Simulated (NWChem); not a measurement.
System: AlICl₂; SMILES [Cl][Al]([I])[Cl]

Excerpt of the output:

```
             Northwest Computational Chemistry Package (NWChem) 7.3.0
             --------------------------------------------------------

 C2V symmetry detected

                             Geometry "geometry" -> ""
                             -------------------------

 Output coordinates in angstroms (scale by  1.889725989 to convert to a.u.)

  No.       Tag          Charge          X              Y              Z
 ---- ---------------- ---------- -------------- -------------- --------------
    1 Al                  13.0000     0.00000000     0.00000000    -0.93292188
    2 Cl                  17.0000     0.00000000     1.79423300    -1.99437788
    3 Cl                  17.0000     0.00000000    -1.79423300    -1.99437788
    4 I                   53.0000     0.00000000     0.00000000     1.50824212

 Effective nuclear repulsion energy (a.u.)     546.4764864423

      Symmetry information
      --------------------

 Group name             C2v
 Group number             16
 Group order               4
 No. of unique centers     3

 Summary of "ao basis" -> "ao basis" (spherical)
 ------------------------------------------------------------------------------
       Tag                 Description            Shells   Functions and Types
 ---------------- ------------------------------  ------  ---------------------
 Al                         def2-svp                 8       18   4s3p1d
 Cl                         def2-svp                 8       18   4s3p1d
 I                          def2-svp                10       26   4s4p2d

      Symmetry analysis of basis
      --------------------------

        a1         34
        a2          8
        b1         15
        b2         23

            General Information
            -------------------
          SCF calculation type: DFT
          Wavefunction type:  closed shell.
          No. of atoms     :     4
          No. of electrons :    72
           Alpha electrons :    36
            Beta electrons :    36
          Charge           :     0
          Spin multiplicity:     1
          Use of symmetry is: on ; symmetry adaption is: on
          Maximum number of iterations: 150
          AO basis - number of functions:    80
                     number of shells:    34
          Convergence on energy requested:  1.00D-06
          Convergence on density requested:  1.00D-05
          Convergence on gradient requested:  5.00D-04

              XC Information
              --------------
                     Hartree-Fock (Exact) Exchange  1.000
                     LC-wPBE(h)Exchange Functional  1.000
            Perdew 1991 LDA Correlation Functional  1.000 local
           PerdewBurkeErnz. Correlation Functional  1.000 non-local

           Range-Separation Parameters
           ---------------------------
           Alpha           :  0.00
           Beta            :  1.00
           Gamma           :  0.60
           Short-Range HF  :     F

             Grid Information
             ----------------
          Grid used for XC integration:  medium
          Radial quadrature: Mura-Knowles
          Angular quadrature: Lebedev.
          Tag              B.-S. Rad. Rad. Pts. Rad. Cut. Ang. Pts.
          ---              ---------- --------- --------- ---------
          Al                  1.25       88           9.0       590
          Cl                  1.00       88          11.0       590
          I                   1.40      123          10.0       590
          Grid pruning is: on
          Number of quadrature shells:   299
          Spatial weights used:  Erf1

      Superposition of Atomic Density Guess
      -------------------------------------

 Sum of atomic energies:       -1507.56557549

      Non-variational initial energy
      ------------------------------

 Total energy =   -1457.744368
 1-e energy   =   -2801.674975
 2-e energy   =    1004.369871
 HOMO         =      -0.361842
 LUMO         =      -0.012203

      Symmetry analysis of molecular orbitals - initial
      -------------------------------------------------

  Numbering of irreducible representations:

     1 a1          2 a2          3 b1          4 b2

  Orbital symmetries:

     1 a1          2 b2          3 a1          4 a1          5 b2
     6 a1          7 b2          8 a1          9 b1         10 b2
    11 a2         12 a1         13 a1         14 b2         15 b1
    16 a1         17 b2         18 a1         19 b1         20 a1
    21 b2         22 b1         23 a1         24 a2         25 a1
    26 b2         27 a1         28 a1         29 b2         30 a1
    31 b1         32 a2         33 b2         34 a1         35 b1
    36 b2         37 a1         38 b1         39 b2         40 a1
    41 a1         42 a1         43 b2         44 b1         45 a1
    46 b1

   convergence    iter        energy       DeltaE   RMS-Dens  Diis-err
 ---------------- ----- ----------------- --------- --------- ---------
 d= 0,ls=0.0,diis     1  -1460.0668081717 -1.80D+03  9.53D-03  5.15D-01
 d= 0,ls=0.0,diis     2  -1460.1115505487 -4.47D-02  3.68D-03  7.28D-02
 d= 0,ls=0.0,diis     3  -1460.1219715494 -1.04D-02  7.30D-04  4.19D-03
 d= 0,ls=0.0,diis     4  -1460.1226601257 -6.89D-04  1.78D-04  4.41D-05
 d= 0,ls=0.0,diis     5  -1460.1226779951 -1.79D-05  2.66D-05  2.45D-06
 d= 0,ls=0.0,diis     6  -1460.1226784613 -4.66D-07  6.96D-06  1.23D-07

         Total DFT energy =    -1460.122678461296
      One electron energy =    -2802.685084942583
           Coulomb energy =     1100.259077120998
    Exchange-Corr. energy =      -97.257406750469
 Nuclear repulsion energy =      339.560736110757

 Numeric. integr. density =       71.999999873846

                  Occupations of the irreducible representations
                  ----------------------------------------------

                     irrep           alpha         beta
                     --------     --------     --------
                     a1               16.0         16.0
                     a2                3.0          3.0
                     b1                6.0          6.0
                     b2               11.0         11.0

                       DFT Final Molecular Orbital Analysis
                       ------------------------------------

 Vector   34  Occ=2.000000D+00  E=-4.739157D-01  Symmetry=a1
              MO Center=  3.8D-16,  2.6D-14, -4.3D-02, r^2= 5.6D+00
   Bfn.  Coefficient  Atom+Function         Bfn.  Coefficient  Atom+Function
  ----- ------------  ---------------      ----- ------------  ---------------
    67      0.448218  4 I  pz                70      0.339627  4 I  pz
    31      0.291882  2 Cl pz                49      0.291882  3 Cl pz
    28      0.224229  2 Cl pz                46      0.224229  3 Cl pz
    64     -0.181936  4 I  pz                10     -0.165237  1 Al pz
    61     -0.148468  4 I  pz                57      0.137807  4 I  s

 Vector   35  Occ=2.000000D+00  E=-4.257198D-01  Symmetry=b1
              MO Center= -8.7D-16, -8.6D-16,  1.3D+00, r^2= 2.4D+00
   Bfn.  Coefficient  Atom+Function         Bfn.  Coefficient  Atom+Function
  ----- ------------  ---------------      ----- ------------  ---------------
    65      0.603513  4 I  px                68      0.517417  4 I  px
    62     -0.244862  4 I  px                59     -0.198785  4 I  px
    29     -0.082548  2 Cl px                47     -0.082548  3 Cl px
     8      0.056870  1 Al px                17     -0.055597  1 Al d  1
    26     -0.055619  2 Cl px                44     -0.055619  3 Cl px

 Vector   36  Occ=2.000000D+00  E=-4.187052D-01  Symmetry=b2
              MO Center= -2.5D-16,  8.8D-16,  1.2D+00, r^2= 2.8D+00
   Bfn.  Coefficient  Atom+Function         Bfn.  Coefficient  Atom+Function
  ----- ------------  ---------------      ----- ------------  ---------------
    66      0.609893  4 I  py                69      0.508969  4 I  py
    63     -0.245596  4 I  py                60     -0.199337  4 I  py
    31     -0.125486  2 Cl pz                49      0.125486  3 Cl pz
    28     -0.088669  2 Cl pz                46      0.088669  3 Cl pz
    25     -0.051827  2 Cl pz                43      0.051827  3 Cl pz

 Vector   37  Occ=0.000000D+00  E= 2.639801D-02  Symmetry=b1
              MO Center= -1.1D-16, -4.2D-15, -8.2D-01, r^2= 4.4D+00
   Bfn.  Coefficient  Atom+Function         Bfn.  Coefficient  Atom+Function
  ----- ------------  ---------------      ----- ------------  ---------------
    11      0.826175  1 Al px                 8      0.366573  1 Al px
    29     -0.278526  2 Cl px                47     -0.278526  3 Cl px
    68     -0.278890  4 I  px                 5     -0.191257  1 Al px
    65     -0.161087  4 I  px                26     -0.125857  2 Cl px
    44     -0.125857  3 Cl px                79      0.091252  4 I  d  1

 Vector   38  Occ=0.000000D+00  E= 3.253901D-02  Symmetry=a1
              MO Center= -2.1D-15, -5.0D-15, -4.9D-01, r^2= 5.1D+00
   Bfn.  Coefficient  Atom+Function         Bfn.  Coefficient  Atom+Function
  ----- ------------  ---------------      ----- ------------  ---------------
     4      1.228058  1 Al s                 70      0.590597  4 I  pz
    58     -0.470863  4 I  s                  3      0.425325  1 Al s
    22     -0.319052  2 Cl s                 40     -0.319052  3 Cl s
     2      0.287683  1 Al s                 30      0.249354  2 Cl py
    48     -0.249354  3 Cl py                67      0.233862  4 I  pz

 Vector   39  Occ=0.000000D+00  E= 1.355643D-01  Symmetry=b2
              MO Center= -1.0D-16,  2.7D-15, -2.7D-01, r^2= 5.2D+00
   Bfn.  Coefficient  Atom+Function         Bfn.  Coefficient  Atom+Function
  ----- ------------  ---------------      ----- ------------  ---------------
    12      1.463638  1 Al py                22     -0.643278  2 Cl s
    40      0.643278  3 Cl s                 69     -0.397739  4 I  py
    31     -0.305244  2 Cl pz                49      0.305244  3 Cl pz
     9      0.197499  1 Al py                77     -0.179246  4 I  d -1
    66     -0.163329  4 I  py                15      0.148489  1 Al d -1

     Multipole analysis of the density
     ---------------------------------

     L   x y z        total         alpha         beta         nuclear
     -   - - -        -----         -----         ----         -------
     0   0 0 0     -0.000000    -36.000000    -36.000000     72.000000

     1   1 0 0     -0.000000     -0.000000     -0.000000      0.000000
     1   0 1 0     -0.000000     -0.000000     -0.000000      0.000000
     1   0 0 1      0.182113     39.993357     39.993357    -79.804601

     2   2 0 0    -45.038533    -22.519267    -22.519267      0.000000
     2   1 1 0      0.000000      0.000000      0.000000      0.000000
     2   1 0 1      0.000000      0.000000      0.000000      0.000000
     2   0 2 0    -51.072194   -220.971965   -220.971965    390.871737
     2   0 1 1      0.000000      0.000000      0.000000      0.000000
     2   0 0 2    -49.826933   -388.127821   -388.127821    726.428708

                                 NWChem DFT Module
                                 -----------------

      Symmetry analysis of basis
      --------------------------

        a1         34
        a2          8
        b1         15
        b2         23

            General Information
            -------------------
          SCF calculation type: DFT
          Wavefunction type:  spin polarized.
          No. of atoms     :     4
          No. of electrons :    71
           Alpha electrons :    36
            Beta electrons :    35
          Charge           :     1
          Spin multiplicity:     2
          Use of symmetry is: on ; symmetry adaption is: on
          Maximum number of iterations: 150
          This is a Direct SCF calculation.
          AO basis - number of functions:    80
                     number of shells:    34
          Convergence on energy requested:  1.00D-06
          Convergence on density requested:  1.00D-05
          Convergence on gradient requested:  5.00D-04

              XC Information
              --------------
                     Hartree-Fock (Exact) Exchange  1.000
                     LC-wPBE(h)Exchange Functional  1.000
            Perdew 1991 LDA Correlation Functional  1.000 local
           PerdewBurkeErnz. Correlation Functional  1.000 non-local

           Range-Separation Parameters
           ---------------------------
           Alpha           :  0.00
           Beta            :  1.00
           Gamma           :  0.60
           Short-Range HF  :     F

             Grid Information
             ----------------
          Grid used for XC integration:  medium
          Radial quadrature: Mura-Knowles
          Angular quadrature: Lebedev.
          Tag              B.-S. Rad. Rad. Pts. Rad. Cut. Ang. Pts.
          ---              ---------- --------- --------- ---------
          Al                  1.25       88           9.0       590
          Cl                  1.00       88          11.0       590
          I                   1.40      123          10.0       590
          Grid pruning is: on
          Number of quadrature shells:   299
          Spatial weights used:  Erf1

      Superposition of Atomic Density Guess
      -------------------------------------

 Sum of atomic energies:       -1507.56557549

 Renormalizing density from      72.00 to     71

      Non-variational initial energy
      ------------------------------

 Total energy =   -1446.537635
 1-e energy   =   -2762.762823
 2-e energy   =     976.664452
 HOMO         =      -0.610443
 LUMO         =      -0.268701

   Symmetry analysis of molecular orbitals - initial alpha
   -------------------------------------------------------

  Numbering of irreducible representations:

     1 a1          2 a2          3 b1          4 b2

  Orbital symmetries:

     1 a1          2 b2          3 a1          4 a1          5 b2
     6 a1          7 b2          8 a1          9 b2         10 b1
    11 a2         12 a1         13 a1         14 b2         15 b1
    16 a1         17 b2         18 a1         19 b1         20 a1
    21 b2         22 b1         23 a1         24 a2         25 a1
    26 b2         27 a1         28 a1         29 b2         30 a1
    31 b1         32 a2         33 b2         34 a1         35 b1
    36 b2         37 a1         38 b1         39 b2         40 a1
    41 a1         42 a1         43 b2         44 b1         45 b1
    46 a1

   Symmetry analysis of molecular orbitals - initial beta
   ------------------------------------------------------

  Numbering of irreducible representations:

     1 a1          2 a2          3 b1          4 b2

  Orbital symmetries:

     1 a1          2 b2          3 a1          4 a1          5 b2
     6 a1          7 b2          8 a1          9 b2         10 b1
    11 a2         12 a1         13 a1         14 b2         15 b1
    16 a1         17 b2         18 a1         19 b1         20 a1
    21 b2         22 b1         23 a1         24 a2         25 a1
    26 b2         27 a1         28 a1         29 b2         30 a1
    31 b1         32 a2         33 b2         34 a1         35 b1
    36 b2         37 a1         38 b1         39 b2         40 a1
    41 a1         42 a1         43 b2         44 b1         45 b1
    46 a1

[...]
```

Level: LC-wPBE (HJS exchange hole, range parameter 0.6 per bohr)/def2-SVP with def2 effective core potentials on I, vertical spin-unrestricted ions. Structure relaxed at the PBE0/def2-SVP level. def2 effective core potentials on I; no spin-orbit coupling.

### Question
Reconstruct the input file.

### Answer
This is not unique; one that fits is the input that was run:
```
start job
memory heap 200 mb stack 900 mb global 1100 mb
geometry units angstroms noautoz
  Al     0.000000     0.000000    -0.936806
  Cl     0.000000     1.794233    -1.998262
  Cl     0.000000    -1.794233    -1.998262
  I      0.000000     0.000000     1.504358
end
basis spherical
  Al library def2-svp
  Cl library def2-svp
  I library def2-svp
end
ecp
  I library def2-ecp
end
dft
  xc xwpbe 1.00 cpbe96 1.0 hfexch 1.00
  cam 0.6 cam_alpha 0.0 cam_beta 1.0
  iterations 150
  vectors input atomic output neutral.movecs
end
task dft energy
charge 1
dft
  odft
  mult 2
  vectors input atomic output cation.movecs
end
task dft energy
```
